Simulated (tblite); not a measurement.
Compound: C₅H₁₃NOSi.
Structure used (GFN2-xTB), in Å, numbered top down from 1:
```
atom  x, y, z in Å
C1     3.883    0.244    0.000
O2     2.578    0.641    0.259
Si3    1.266   -0.308    0.116
N4     0.100    0.697    0.858
C5    -1.318    0.533    0.769
C6    -1.849   -0.910    0.748
C7    -2.720   -0.566   -0.469
C8    -1.997    0.781   -0.600
H9     4.536    1.110    0.119
H10    3.984   -0.143   -1.017
H11    4.196   -0.538    0.697
H12    1.065   -0.659   -1.301
H13    1.431   -1.556    0.875
H14    0.369    1.661    0.989
H15   -1.789    1.124    1.562
H16   -1.066   -1.625    0.522
H17   -2.378   -1.229    1.643
H18   -2.621   -1.236   -1.320
H19   -3.775   -0.464   -0.223
H20   -2.633    1.662   -0.666
H21   -1.271    0.799   -1.408
```

Method: GFN2-xTB as coded in tblite; computed harmonic values from a numerical Hessian at the method's own geometry, unscaled. Against measured fundamentals such values can be off by several per cent, at times by over 20. Modes of hydrogen on silicon can be 10 to 20 % off. One conformer, not necessarily the lowest.

Harmonic wavenumbers (cm⁻¹): 40.8, 56.9, 78.5, 95.9, 116.8, 129.9, 210.2, 281.3, 333.4, 439.1, 506.9, 565.6, 628.1, 657.8, 774.3, 780.5, 799.9, 812.8, 843.7, 856.8, 955.9, 984.4, 1039.2, 1048.8, 1057.1, 1103.3, 1141.0, 1146.4, 1165.0, 1185.3, 1190.8, 1205.1, 1237.4, 1240.4, 1253.9, 1262.1, 1315.4, 1359.0, 1424.0, 1464.7, 1468.1, 1488.8, 1490.7, 1497.0, 2127.3, 2199.8, 2906.4, 2938.5, 2954.1, 2986.7, 2997.4, 3006.0, 3013.4, 3018.7, 3028.6, 3066.9, 3436.3.

A = 5177, B = 758.1, C = 743.1 MHz; mass 131.077 u (most abundant isotopes); point group C1, symmetry number 1.

What is the zero-point energy?

½Σν̃ = 38207 cm⁻¹ = 457.05 kJ/mol.

What is S at 298.15 K and 1 bar for an ideal gas of classical rigid rotors and harmonic oscillators?

Translation 169.66, rotation 121.71, vibration 138.70: S = 430.1 J/(mol K).

And Cp and H(298.15 K) − H(0)?

Cp = 163.74 J/(mol K), of which vibrations give 130.48 (their classical limit is 57 R = 473.9); H(298.15 K) − H(0) = 30.31 kJ/mol without the zero-point energy, 20.39 from vibrations.

Which modes carry the vibrational entropy at 298.15 K?

40.8 cm⁻¹: 21.84; 56.9 cm⁻¹: 19.09; 78.5 cm⁻¹: 16.43; 95.9 cm⁻¹: 14.79; 116.8 cm⁻¹: 13.19; 129.9 cm⁻¹: 12.33 J/(mol K); the other 51 give 41.02 together.

How do the functions run with temperature in this model?

```tsv
T (K)	S (J/(mol K))	Cp (J/(mol K))	H − H(0) (kJ/mol)	G − H(0) (kJ/mol)	ln q(vib)
150	342.3	102.4	10.86	-40.48	4.16
250	403.3	141.5	22.96	-77.85	7.11
400	484.9	211.0	49.42	-144.53	11.24
600	585.6	286.4	99.61	-251.75	16.62
900	716.7	359.0	197.35	-447.68	24.36
```

q(vib) and H(0) count from the zero-point level.

Blend soft modes into free rotors: weight 1/[1 + (100 cm⁻¹/ν̃)⁴] for the oscillator and the rest for a rotor with moment μB/(μ + B), μ = h/(8π²ν), B = 10⁻⁴⁴ kg m². What vibrational entropy results?

123.40 J/(mol K) in place of 138.70, which changes −T·S at 298.15 K by +4.56 kJ/mol.

What must be added to the electronic energy to get the Gibbs energy at 298.15 K and 1 bar?

ZPE + [H(298.15 K) − H(0)] − T·S = 457.05 + 30.31 − 128.23 = 359.13 kJ/mol.

Hindered rotation and anharmonicity are outside this model. Other conformers, if any are populated, would add a mixing term that is left out. The structure is chiral; the term R ln 2 for an equal mix with its mirror image is left out.
